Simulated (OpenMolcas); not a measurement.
Cu³⁺.

```json
{
  "Program": "OpenMolcas",
  "Method": "CASSCF",
  "Basis": "ANO-R1 [5s3p2d1f]",
  "Scalar Hamiltonian": "X2C, finite nucleus",
  "Active space": "8 electrons in 5 orbitals (3d)",
  "State averaging": "2S+1 = 3 even, 10 roots; 2S+1 = 1 even, 15 roots",
  "Spin-orbit coupling": "RASSI with atomic mean-field integrals over the reference wave functions, term energies averaged over their components"
}
```

Levels without dynamic correlation, in cm⁻¹ above 3d⁸ ³F₄:

```csv
Level,E
3d⁸ ³P₂,23559
3d⁸ ¹D₂,19347
3d⁸ ¹G₄,30027
3d⁸ ¹S₀,72007
```

On this reference, SS-CASPT2, IPEA 0.25 Eh, imaginary shift 0.1 Eh (closed shells correlated: 3s 3p) puts 3d⁸ ³P₂ at 20860 cm⁻¹.

Estimate the other levels at that method by one scale factor, and say how well it serves.

The factor is 20860 / 23559 = 0.885. Scaled values beside those that SS-CASPT2 gives and measured ones (Sugar and Musgrove, J. Phys. Chem. Ref. Data 19, 527 (1990)):
```
  Level  Scaled  SS-CASPT2  Miss (%)  Measured
3d⁸ ¹D₂   17122      15990      +7.1     16248
3d⁸ ¹G₄   26574      27970      -5.0     26913
3d⁸ ¹S₀   63726      62560      +1.9     61456
```
For these levels the scaled values miss SS-CASPT2 by up to 7.1 %, as correlation changes each term by its own factor, spin-orbit parts do not scale and CASPT2 has its own spread within terms. This holds within one configuration; levels of others move differently, and the target method has errors of its own against measurement.

CASPT2 breaks the degeneracy within a term, and the mean is taken; among the terms shown or strongly mixed into the levels shown the widest spread is 880 cm-1 (3d⁸ ³F, SS-CASPT2). The basis is small and was not contracted for so high a charge. Without dynamic correlation excited terms often stand tens of per cent too high (terms of higher spin than the ground term too low), and those without a measured partner can miss by more than the paired ones (holds for CASSCF). Some levels mix across a computed gap that differs much from the measured one, so their mixing is not that of the real levels (holds for SS-CASPT2). Computed and measured levels are paired by configuration, term and J; levels that our copy of the source lacks, or whose pairing is in doubt (as where it misses far off the trend of its configuration), stay unpaired and out of the deviations. Levels of configurations outside the active space are missing.
